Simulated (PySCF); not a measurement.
Pb(F)(SH) (FHPbS), SMILES [F][Pb][SH] (connectivity only; charge and spin as stated), neutral, multiplicity 1.

Coordinates come from a B3LYP-D3(BJ)/def2-TZVP optimisation. The def2 effective core potentials stand for the cores of Pb; spin–orbit coupling is left out. Other conformers were not sampled.

Method: IEF-PCM-ωB97X/def2-SVP run with PySCF.

The values are the electrostatic part of the solvation free energy, E(continuum) − E(gas) at the gas-phase geometry, in a cavity of scaled van der Waals radii (PySCF's table); cavitation and dispersion terms are not included. A continuum can't describe solvent molecules that bind to the metal. In vacuum the orbital gap is 8.71 eV. The dipole moment in vacuum is 4.96 D.

Computed values in water (ε = 78.36), N,N-dimethylformamide (ε = 37.22), methanol (ε = 32.61):
```
solvent                    ε  ΔG(elec) (kcal/mol)  dipole (D)  gap (eV)
---------------------  -----  -------------------  ----------  --------
water                  78.36                -12.7        6.77      9.16
N,N-dimethylformamide  37.22                -12.4        6.72      9.15
methanol               32.61                -12.3        6.71      9.15
```
